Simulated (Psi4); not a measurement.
H3FO2Si, singlet, geometry from GFN2-xTB; Psi4 with HF/6-31G, TDA.

Input for Psi4:
```
memory 2 GB

molecule mol {
0 1
  Si    0.327173    0.026510   -0.111651
  O    -0.328354    1.457746   -0.414853
  O    -0.538511   -1.125839   -0.846149
  F     0.258373   -0.298805    1.466884
  H     1.715485    0.121667   -0.475666
  H    -1.273434    1.587430   -0.439377
  H    -0.412907   -2.046238   -0.635772
symmetry c1
}

set basis 6-31g
set reference rhf
set puream true
set save_jk true
set tdscf_states [5]
set tdscf_tda true
set d_convergence 1e-8

energy('td-scf')
print_variables()
```

Problem. What does Psi4 print? Leave out banner, timings and long lists.

Solution. 
```
   => Loading Basis Set <=

    Name: 6-31G
    Role: ORBITAL
    Keyword: BASIS

         ---------------------------------------------------------
                                   SCF
               by Justin Turney, Rob Parrish, Andy Simmonett
                          and Daniel G. A. Smith
                              RHF Reference
         ---------------------------------------------------------

  ==> Geometry <==

    Molecular point group: c1
    Full point group: C1

    Geometry (in Angstrom), charge = 0, multiplicity = 1:

       Center              X                  Y                   Z               Mass
    ------------   -----------------  -----------------  -----------------  -----------------
         SI           0.324417620560     0.026096583516    -0.148390632676    27.976926534650
         O           -0.331109379440     1.457332583516    -0.451592632676    15.994914619570
         O           -0.541266379440    -1.126252416484    -0.882888632676    15.994914619570
         F            0.255617620560    -0.299218416484     1.430144367324    18.998403162730
         H            1.712729620560     0.121253583516    -0.512405632676     1.007825032230
         H           -1.276189379440     1.587016583516    -0.476116632676     1.007825032230
         H           -0.415662379440    -2.046651416484    -0.672511632676     1.007825032230

  Running in c1 symmetry.

  Rotational constants: A =      0.24126  B =      0.22625  C =      0.13570 [cm^-1]
  Rotational constants: A =   7232.84470  B =   6782.75557  C =   4068.26103 [MHz]
  Nuclear repulsion =  189.294390927596538

  Charge       = 0
  Multiplicity = 1
  Electrons    = 42
  Nalpha       = 21
  Nbeta        = 21

  ==> Algorithm <==

  SCF Algorithm Type is DF.
  DIIS enabled.
  MOM disabled.
  Fractional occupation disabled.
  Guess Type is SAD.
  Energy threshold   = 1.00e-06
  Density threshold  = 1.00e-08
  Integral threshold = 1.00e-12

  ==> Primary Basis <==

  Basis Set: 6-31G
    Blend: 6-31G
    Number of shells: 28
    Number of basis functions: 46
    Number of Cartesian functions: 46
    Spherical Harmonics?: true
    Max angular momentum: 1

   => Loading Basis Set <=

    Name: (6-31G AUX)
    Role: JKFIT
    Keyword: DF_BASIS_SCF

  ==> Integral Setup <==

  SCF_SUBTYPE=INCORE selected. In-core MEM_DF algorithm will be used.
  Using in-core AOs.

  ==> MemDFJK: Density-Fitted J/K Matrices <==

    J tasked:                   Yes
    K tasked:                   Yes
    wK tasked:                   No
    Algorithm:                 Core
    Schwarz Cutoff:           1E-12
    Mask sparsity (%):       0.5671
    Fitting Condition:        1E-10

   => Auxiliary Basis Set <=

  Basis Set: (6-31G AUX)
    Blend: CC-PVDZ-JKFIT
    Number of shells: 135
    Number of basis functions: 391
    Number of Cartesian functions: 448
    Spherical Harmonics?: true
    Max angular momentum: 3

  Minimum eigenvalue in the overlap matrix is 3.8753111491E-02.
  Reciprocal condition number of the overlap matrix is 9.9744437795E-03.
    Using symmetric orthogonalization.

  ==> Pre-Iterations <==

  SCF Guess: Superposition of Atomic Densities via on-the-fly atomic UHF (no occupation information).

   -------------------------
    Irrep   Nso     Nmo
   -------------------------
     A         46      46
   -------------------------
    Total      46      46
   -------------------------

  ==> Iterations <==

                           Total Energy        Delta E     RMS |[F,P]|

   @DF-RHF iter SAD:  -538.95628667055644   -5.38956e+02   0.00000e+00
   @DF-RHF iter   1:  -539.66919015047677   -7.12903e-01   1.31209e-02 ADIIS/DIIS
   @DF-RHF iter   2:  -539.77422676681067   -1.05037e-01   7.85730e-03 ADIIS/DIIS
   @DF-RHF iter   3:  -539.81855606327679   -4.43293e-02   7.25091e-04 ADIIS/DIIS
   @DF-RHF iter   4:  -539.81926791328749   -7.11850e-04   1.43163e-04 ADIIS/DIIS
   @DF-RHF iter   5:  -539.81928930904644   -2.13958e-05   5.52613e-05 DIIS
[...]
  @DF-RHF Final Energy:  -539.81929400585432
    Total Energy =                       -539.8192940058543172
[...]
     1        A->A (1 A)       0.38455         10.46413       -539.43474       0.0363          0.0422          0.0134         -0.0034
     2        A->A (1 A)       0.39662         10.79259       -539.42267       0.0332          0.0499         -0.0581         -0.0549
     3        A->A (1 A)       0.41487         11.28924       -539.40442       0.0754          0.0870          0.0652          0.0904
     4        A->A (1 A)       0.42396         11.53654       -539.39533       0.0686          0.0854         -0.0491         -0.0549
     5        A->A (1 A)       0.46304         12.60009       -539.35625       0.1279          0.0797          0.0860          0.0734

Contributing excitations
Only contributions with abs(coeff) > 1.00e-01 will be printed:

Excited State    1 (1 A):   0.38455 au   118.48 nm f = 0.0363
  Sums of squares: Xssq =  1.000000e+00
     17a  ->  22a     0.296132 ( 8.769%)
     18a  ->  22a    -0.236385 ( 5.588%)
     19a  ->  22a     0.274153 ( 7.516%)
     20a  ->  22a     0.425560 (18.110%)
     20a  ->  23a     0.172190 ( 2.965%)
     21a  ->  22a    -0.680284 (46.279%)
     21a  ->  25a     0.119330 ( 1.424%)
     21a  ->  26a    -0.114301 ( 1.306%)

Excited State    2 (1 A):   0.39662 au   114.88 nm f = 0.0332
  Sums of squares: Xssq =  1.000000e+00
     19a  ->  23a    -0.356433 (12.704%)
     20a  ->  22a     0.111110 ( 1.235%)
     20a  ->  23a     0.793805 (63.013%)
     20a  ->  24a     0.109686 ( 1.203%)
     20a  ->  25a     0.102658 ( 1.054%)
     20a  ->  26a    -0.190787 ( 3.640%)
     20a  ->  27a    -0.121436 ( 1.475%)
     21a  ->  22a     0.181877 ( 3.308%)
     21a  ->  23a     0.220712 ( 4.871%)

Excited State    3 (1 A):   0.41487 au   109.83 nm f = 0.0754
  Sums of squares: Xssq =  1.000000e+00
     17a  ->  22a     0.263223 ( 6.929%)
     18a  ->  22a     0.561428 (31.520%)
     18a  ->  23a     0.174581 ( 3.048%)
     18a  ->  25a    -0.117495 ( 1.381%)
     19a  ->  22a    -0.478195 (22.867%)
     19a  ->  25a     0.109939 ( 1.209%)
     20a  ->  22a    -0.224184 ( 5.026%)
     20a  ->  23a     0.125954 ( 1.586%)
     21a  ->  22a    -0.385987 (14.899%)

Excited State    4 (1 A):   0.42396 au   107.47 nm f = 0.0686
  Sums of squares: Xssq =  1.000000e+00
     17a  ->  22a     0.116568 ( 1.359%)
     17a  ->  23a     0.107192 ( 1.149%)
     18a  ->  23a    -0.568334 (32.300%)
     18a  ->  24a    -0.105654 ( 1.116%)
     18a  ->  26a     0.157909 ( 2.494%)
     19a  ->  22a    -0.100044 ( 1.001%)
     19a  ->  23a    -0.655960 (43.028%)
     19a  ->  26a     0.137455 ( 1.889%)
     19a  ->  27a     0.100751 ( 1.015%)
     20a  ->  23a    -0.217051 ( 4.711%)

Excited State    5 (1 A):   0.46304 au   98.40 nm f = 0.1279
  Sums of squares: Xssq =  1.000000e+00
     17a  ->  22a     0.188531 ( 3.554%)
     20a  ->  23a     0.148876 ( 2.216%)
     20a  ->  24a    -0.142489 ( 2.030%)
     21a  ->  22a     0.220389 ( 4.857%)
     21a  ->  23a    -0.672412 (45.214%)
     21a  ->  24a     0.570680 (32.568%)
     21a  ->  25a     0.142098 ( 2.019%)

******************************************************************************************
**********                               WARNING                                **********
**********       The names of excited state variables changed between 1.5       **********
**********     and 1.6. For a quick solution, remove the symmetry specifier     **********
**********   from the variable name. For full details, see 'Notes on Psivars'   **********
**********                        in the documentation.                         **********
******************************************************************************************

  Variable Map:
  ----------------------------------------------------------------------------
[...]
  Array Variable Map:
  ----------------------------------------------------------------------------
[...]
[...]
```
